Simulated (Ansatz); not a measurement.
F3H3OSi2, SMILES `F[Si](F)(F)O[SiH3]`, 9 atoms. The species carries charge 0 and has multiplicity 1. All runs use 4 threads of an Arm Neoverse V1 on a shared host. Correlated methods freeze the cores.

How many basis functions does each run have, and how long does it take in Ansatz? RKS PBE0-D4/def2-TZVP frequencies; RHF-CCSD(T)/def2-TZVPP energy; RKS PBE0-D4/def2-TZVPP energy; RHF-CCSD(T)/def2-SVP energy; RKS r2SCANh-D4/def2-TZVPP energy; direct RPA on PBE orbitals/def2-TZVPP energy; RKS PBE0-D4/def2-QZVPP energy; RHF-MP2/def2-QZVPP energy; RKS PBE0-D4/def2-TZVP relaxation (8 steps); RKS ωB97M-V/def2-TZVPP energy and forces; RKS ωB97M-V/def2-SVP energy; RKS ωB97M-V/def2-QZVPP energy. (Best estimate.)

The calculation gave: Other jobs shared the machine, so times are rough.

```tsv
level	job	functions	wall time	peak host memory (GiB)
RKS PBE0-D4/def2-TZVPP	energy	250	3.6 s	0.67
RKS ωB97M-V/def2-SVP	energy	107	4.9 s	0.34
RKS r2SCANh-D4/def2-TZVPP	energy	250	6 s	0.7
direct RPA on PBE orbitals/def2-TZVPP	energy	250	6 s	0.56
RHF-CCSD(T)/def2-SVP	energy	107	7.5 s	0.5
RKS PBE0-D4/def2-QZVPP	energy	458	9 s	1.8
RKS ωB97M-V/def2-TZVPP	energy and forces	250	13 s	0.92
RKS ωB97M-V/def2-QZVPP	energy	458	21 s	2
RHF-MP2/def2-QZVPP	energy	458	21 s	2.5
RKS PBE0-D4/def2-TZVP	relaxation (8 steps)	216	34 s	0.61
RKS PBE0-D4/def2-TZVP	frequencies	216	2.4 min	0.65
RHF-CCSD(T)/def2-TZVPP	energy	250	4.1 min	5.5
```
